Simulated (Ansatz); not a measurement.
Isolated molecules relaxed with PBE0-D4/def2-TZVP in Ansatz; ΔE leaves out vibrations. CCSD(T)/CBS adds triple-zeta CCSD(T) − MP2 to the extrapolated MP2 energy (def2 sets, frozen cores). This one scheme is used for every species. DFT in def2-TZVPP. def2 core potentials past Kr. For Sb outer-core shells are correlated without core-valence functions, which leaves a few kJ/mol of doubt a bond.

`[SiH3][NH][SbH2]` + H₂ → stibine + `N[SiH3]`  (hydrogenolysis of the Sb–N bond)

Problem. Is it downhill or uphill in electronic energy at CCSD(T)/CBS, and by how much? (Best estimate.)

Solution. The calculation gave: Downhill: ΔE = -6.2 kcal/mol.

Problem. What do these levels give: LDA (SPW92), revPBE-D4, r2SCAN-D4, r2SCANh-D4, CAM-B3LYP-D4, PBE-QIDH, r2SCANh, BHLYP, RPA@PBE/def2-TZVPP, MP2/def2-SVP, CCSD(T)/def2-SVP, MP2/def2-TZVPP? (Best estimate.)

Solution. Computed: LDA (SPW92) -9.9, revPBE-D4 -5.9, r2SCAN-D4 -7.8, r2SCANh-D4 -8.3, CAM-B3LYP-D4 -8.7, PBE-QIDH -8.7, r2SCANh -8.8, BHLYP -11.2, RPA@PBE/def2-TZVPP -7.1, MP2/def2-SVP -9.1, CCSD(T)/def2-SVP -11.0, MP2/def2-TZVPP -5.5 kcal/mol.

Problem. What do rigid-rotor, harmonic-oscillator terms from PBE0-D4/def2-TZVP frequencies (298.15 K, 1 bar) make of the CCSD(T)/CBS value? (Best estimate.)

Solution. Computed: ΔZPE = +3.3 kcal/mol, ΔH = -3.9 kcal/mol, ΔS = 25 J/(mol·K), ΔG = -5.7 kcal/mol.

Largest T1 diagnostic among the species: 0.014.

The D4 term adds +3.2 kcal/mol with B3LYP and +1.8 kcal/mol with PBE0; it sums over pairs of atoms, weighted by their polarisabilities, and B3LYP, whose exchange is more repulsive, gets the larger term. From r2SCAN to r2SCAN0 (25 % exact exchange), in def2-TZVPP and without D4, ΔE moves by −1.3 kcal/mol. Leaving LDA and LC-ωPBE aside and taking each functional with its dispersion term where it has one, the values, not all of them listed here, spread over 3.3 kcal/mol, from r2SCAN0-D4 to BLYP-D4.

B3LYP here is the variant with VWN-RPA as its local correlation; programs differ in this.
